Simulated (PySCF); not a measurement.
C2H5F2In. Atoms are numbered in the order given.

```xyz
10

In     0.1284     0.0999     0.2609
F     -0.2936    -1.5054     1.3022
F      1.1462     1.3077     1.4175
C     -0.4503     0.4336    -1.7801
C     -1.1211    -0.7592    -2.4421
H      0.4719     0.7391    -2.2982
H     -1.1053     1.3184    -1.7499
H     -2.0396    -1.0634    -1.9188
H     -0.4616    -1.6390    -2.4799
H     -1.4008    -0.5159    -3.4805
```

Coordinates come from a PBE0-D3(BJ)/def2-SVP optimisation. The structure was generated by enumeration; whether it is a known compound was not checked. The def2 effective core potentials stand for the cores of In; spin–orbit coupling is left out. The values are those of a single conformer.

These are PySCF with CAM-B3LYP/def2-TZVP values and carry that method's errors.

ESP charges are fitted to the potential on shells at 1.4 to 2.0 van der Waals radii. Atomic charges (e):

```json
[
 {"atom": "In1", "ESP fit": "1.12", "Löwdin": "0.61"},
 {"atom": "F2", "ESP fit": "-0.50", "Löwdin": "-0.27"},
 {"atom": "F3", "ESP fit": "-0.51", "Löwdin": "-0.27"},
 {"atom": "C4", "ESP fit": "-0.39", "Löwdin": "-0.43"},
 {"atom": "C5", "ESP fit": "0.02", "Löwdin": "-0.33"},
 {"atom": "H6", "ESP fit": "0.09", "Löwdin": "0.15"},
 {"atom": "H7", "ESP fit": "0.10", "Löwdin": "0.15"},
 {"atom": "H8", "ESP fit": "0.01", "Löwdin": "0.13"},
 {"atom": "H9", "ESP fit": "0.01", "Löwdin": "0.13"},
 {"atom": "H10", "ESP fit": "0.05", "Löwdin": "0.12"}
]
```
